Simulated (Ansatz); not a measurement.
One change: `B1NCO1` becomes `FB1NCO1`.

Ansatz, PBE0-D4/def2-TZVP geometries, multiplicity 1. 

| property | `B1NCO1` |
| --- | --- |
| HOMO–LUMO gap (B3LYP/def2-TZVPP) / eV | 8.01 |
| size of the dipole moment (B3LYP/def2-TZVPP) / D | 2.57 |
| HOMO–LUMO gap (PBE0/def2-TZVPP) / eV | 8.53 |
| HOMO energy (PBE/def2-TZVPP) / eV | -6.29 |
| HOMO energy (PBE0/def2-TZVPP) / eV | -7.72 |
| zero-point energy (PBE0-D4/def2-TZVP) / kJ/mol | 159.7 |

(1) What does the change do to each property? (Estimate.)

Results:

(1) The calculation gave: 
| property | `FB1NCO1` | shift |
| --- | --- | --- |
| HOMO–LUMO gap (B3LYP/def2-TZVPP) / eV | 8.25 | 0.24 |
| size of the dipole moment (B3LYP/def2-TZVPP) / D | 3.02 | 0.45 |
| HOMO–LUMO gap (PBE0/def2-TZVPP) / eV | 8.86 | 0.33 |
| HOMO energy (PBE/def2-TZVPP) / eV | -6.46 | -0.17 |
| HOMO energy (PBE0/def2-TZVPP) / eV | -7.95 | -0.23 |
| zero-point energy (PBE0-D4/def2-TZVP) / kJ/mol | 146.0 | -13.7 |

With PBE0 the HOMO falls by 0.23 eV and the LUMO rises by 0.10 eV, so the gap widens by about 0.33 eV. PBE moves the HOMO by -0.17 eV and ωB97M-V by -0.22 eV. Dipoles are sizes alone; their direction can turn.

B3LYP here is the variant with VWN-RPA as its local correlation; programs differ in this.
